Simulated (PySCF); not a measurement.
# Spin-rotation constants: `CC(=O)[Si@H](O)[SiH2]B(O)O`, C2H9BO4Si2

Molfile (atoms numbered from 1):
```
C2H9BO4Si2
     RDKit          3D

 18 17  0  0  0  0  0  0  0  0999 V2000
   -3.1114   -0.5738   -0.5788 C   0  0  0  0  0  0  0  0  0  0  0  0
   -2.2383    0.6046   -0.2534 C   0  0  0  0  0  0  0  0  0  0  0  0
   -2.5807    1.7493   -0.4742 O   0  0  0  0  0  0  0  0  0  0  0  0
   -0.4982    0.2988    0.5092 Si  0  0  2  0  0  4  0  0  0  0  0  0
    0.1226    1.7861    0.7544 O   0  0  0  0  0  0  0  0  0  0  0  0
    0.9686   -0.8436   -0.8730 Si  0  0  0  0  0  4  0  0  0  0  0  0
    2.7922   -0.0901   -0.8593 B   0  0  0  0  0  0  0  0  0  0  0  0
    3.7527   -0.3482    0.0742 O   0  0  0  0  0  0  0  0  0  0  0  0
    3.1111    0.7918   -1.8264 O   0  0  0  0  0  0  0  0  0  0  0  0
   -4.0459   -0.2629   -1.0407 H   0  0  0  0  0  0  0  0  0  0  0  0
   -3.3166   -1.1188    0.3397 H   0  0  0  0  0  0  0  0  0  0  0  0
   -2.5648   -1.2386   -1.2436 H   0  0  0  0  0  0  0  0  0  0  0  0
   -0.7946   -0.2853    1.8313 H   0  0  0  0  0  0  0  0  0  0  0  0
   -0.4583    2.5433    0.6817 H   0  0  0  0  0  0  0  0  0  0  0  0
    0.3695   -0.9675   -2.2147 H   0  0  0  0  0  0  0  0  0  0  0  0
    0.9412   -2.2414   -0.3743 H   0  0  0  0  0  0  0  0  0  0  0  0
    3.5513   -0.9689    0.7709 H   0  0  0  0  0  0  0  0  0  0  0  0
    3.9906    1.1715   -1.7641 H   0  0  0  0  0  0  0  0  0  0  0  0
  1  2  1  0
  2  3  2  0
  2  4  1  0
  4  5  1  0
  4  6  1  0
  6  7  1  0
  7  8  1  0
  7  9  1  0
  1 10  1  0
  1 11  1  0
  1 12  1  0
  4 13  1  1
  5 14  1  0
  6 15  1  0
  6 16  1  0
  8 17  1  0
  9 18  1  0
M  END
```

Method: GIAO HF/6-31G* magnetisability, rotational g tensor and spin-rotation constants, non-relativistic, gas phase (PySCF). Geometry: GFN2-xTB.

(1) Give the nuclear spin-rotation constants along the inertial axes (H = +C I·J) beside the isotropic shieldings.

## Answers

(1) Rotational constants 2.1619, 0.5387, 0.5059 GHz. A star marks the isotopologue with that one atom substituted, in its own axes.
```tsv
atom	isotope	Caa (kHz)	Cbb (kHz)	Ccc (kHz)	mean (kHz)	σ (ppm)
B7	11B	0.457	0.091	0.133	0.227	92.5
H10	1H	-0.009	-0.064	-0.040	-0.037	30.5
H11	1H	-0.246	-0.056	0.005	-0.099	30.7
H12	1H	-0.151	-0.008	-0.062	-0.074	30.7
H13	1H	-0.167	-0.060	0.024	-0.068	27.7
H14	1H	-0.178	-0.024	-0.058	-0.087	30.6
H15	1H	-0.188	-0.040	-0.010	-0.079	29.7
H16	1H	-0.206	-0.015	-0.029	-0.083	29.8
H17	1H	-0.247	-0.064	0.011	-0.100	28.5
H18	1H	-0.013	-0.046	-0.059	-0.040	28.6
C1	13C*	0.292	0.069	0.077	0.146	170.0
C2	13C*	0.972	0.320	0.160	0.484	-37.4
O3	17O*	-1.254	-0.569	-0.193	-0.672	-426.0
Si4	29Si*	-1.153	-0.225	-0.281	-0.553	458.6
O5	17O*	-0.056	-0.035	-0.013	-0.035	348.9
Si6	29Si*	-0.876	-0.227	-0.195	-0.433	540.2
O8	17O*	-0.249	-0.059	-0.107	-0.139	217.6
```
For the geometry as given, no vibrational averaging.
